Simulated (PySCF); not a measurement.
The dipole of `CCc1pccpc1C` from its density and from atomic charges.

Coordinates (PBE0-D3(BJ)/def2-SVP, Å) and charges (e) from the PBE0/pcSseg-1 density (PySCF):

```csv
atom,x,y,z,Mulliken,IAO,Hirshfeld,ESP-fitted
C1,-2.308,-0.919,0.403,-0.2693,-0.4014,-0.1128,-0.2540
C2,-1.687,0.230,-0.389,-0.1987,-0.2521,-0.0710,+0.0718
C3,-0.179,0.287,-0.250,-0.4147,-0.1964,-0.0433,-0.1045
P4,0.651,-0.582,-1.528,+0.4744,+0.3546,+0.0922,-0.1358
C5,2.332,-0.454,-1.127,-0.3749,-0.3619,-0.1052,-0.1098
C6,2.904,0.195,-0.044,-0.3744,-0.3625,-0.1053,-0.0849
P7,2.109,1.078,1.217,+0.4780,+0.3574,+0.0872,-0.2006
C8,0.400,0.958,0.836,-0.4666,-0.1936,-0.0431,+0.3353
C9,-0.480,1.698,1.817,-0.1890,-0.4125,-0.1187,-0.5509
H10,-3.402,-0.934,0.285,+0.1231,+0.1410,+0.0438,+0.0729
H11,-1.914,-1.885,0.052,+0.1228,+0.1424,+0.0363,+0.0919
H12,-2.084,-0.845,1.478,+0.1199,+0.1332,+0.0371,+0.0568
H13,-2.133,1.188,-0.079,+0.1319,+0.1368,+0.0409,+0.0239
H14,-1.945,0.103,-1.454,+0.1327,+0.1421,+0.0360,+0.0389
H15,3.009,-0.952,-1.834,+0.1445,+0.1628,+0.0463,+0.1351
H16,3.998,0.166,0.042,+0.1451,+0.1630,+0.0464,+0.1359
H17,-1.043,2.502,1.317,+0.1449,+0.1506,+0.0474,+0.1531
H18,0.117,2.159,2.617,+0.1306,+0.1493,+0.0401,+0.1505
H19,-1.217,1.031,2.291,+0.1397,+0.1472,+0.0459,+0.1743
```

**Question.** Form Σ q r in debye for every column and set it beside the full dipole.

**Answer.** The full density gives (-1.01, 0.15, 0.35) D, 1.08 D in size; dipole vectors point from the negative to the positive end.

```tsv
scheme	μx	μy	μz	size (D)	share of the full size (%)	angle to the full dipole (°)
Mulliken	-2.13	0.24	1.17	2.44	227	10
IAO	-0.87	0.14	0.25	0.91	85	3
Hirshfeld	-0.52	0.13	0.16	0.56	52	6
ESP-fitted	-0.99	0.13	0.33	1.05	98	1
```

**Question.** Which set comes closest?

**Answer.** Length of the difference vector: ESP-fitted 0.03 D, IAO 0.17 D, Hirshfeld 0.52 D, Mulliken 1.40 D. Closest: ESP-fitted. The schemes that divide the density aren't constrained to reproduce the dipole.

**Question.** What is left for the Hirshfeld atoms' own dipoles?

**Answer.** The shares of the density sum to the whole, so what Σ q r misses lies in dipoles about the nuclei. The atomic dipoles sum to (-1.01, 0.15, 0.35) − (-0.52, 0.13, 0.16) = (-0.49, 0.02, 0.19) D, 0.52 D in size.

**Question.** With the origin at the mean of the coordinates, (-0.151, 0.264, 0.297) Å, which are the largest single terms, by size, of the Hirshfeld dipole along the direction of the full one?

**Answer.** C6 +1.51, C5 +1.46, C1 -1.02, H16 -0.89, H15 -0.85 D; all 19 atoms together +0.56 D. The single terms depend on the origin, their sum doesn't.

**Question.** Give the size of the full dipole in other units.

**Answer.** 1.08 D = 0.423 au = 0.224 e·Å = 3.59 × 10⁻³⁰ C·m.

One conformer (not necessarily the lowest) at the PBE0-D3(BJ)/def2-SVP geometry, without solvent, vibrations or thermal averaging.

Shape of the structure used: `[CH3:1][CH2:2][c:3]1[p:4][cH:5][cH:6][p:7][c:8]1[CH3:9]`: C1–C2–C3–P4 93°.
